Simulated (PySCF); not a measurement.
FH5N2OSi. Atoms are numbered in the order given.

```xyz
10

N     -0.9401     1.4125     0.1849
Si    -0.0077     0.0047     0.0126
N      1.6331     0.3881     0.3019
O     -0.7727    -1.1155     0.9712
F      0.0382    -0.6739    -1.4753
H     -0.6249     2.3077    -0.1682
H     -1.9386     1.3759     0.3532
H      2.3776    -0.1300    -0.1512
H      1.9306     0.8017     1.1783
H     -0.6500    -2.0359     0.7122
```

The structure is a stationary point at B3LYP-D3(BJ)/def2-SVP. The structure was generated by enumeration, and PubChem lists no compound with its InChIKey, so it may never have been made. One conformer was computed; it need not be the lowest.

The numbers are results of PySCF with B3LYP/pcSseg-1, not measurements.

GIAO shieldings, no solvent; atoms listed in one row are averaged. δ = σ(ref) − σ: ¹⁵N against NH3 (σ = 265.5 ppm); ²⁹Si against TMS (σ = 338.7 ppm); ¹⁷O against H2O (σ = 333.8 ppm); ¹⁹F against CFCl3 (σ = 161.7 ppm); ¹H against TMS (σ = 31.68 ppm), references at their B3LYP-D3(BJ)/def2-TZVP geometries, non-relativistic.

Computed chemical shifts:
| nucleus | atoms | count | δ (ppm) |
|---|---|---|---|
| ¹⁵N | N1 | 1 | 27.0 |
| ¹⁵N | N3 | 1 | 25.3 |
| ²⁹Si | Si2 | 1 | -53.9 |
| ¹⁷O | O4 | 1 | 56.5 |
| ¹⁹F | F5 | 1 | -157.9 |
| ¹H | H10 | 1 | 1.75 |
| ¹H | H7 | 1 | 1.14 |
| ¹H | H6 | 1 | 0.98 |
| ¹H | H8 | 1 | 0.90 |
| ¹H | H9 | 1 | 0.85 |
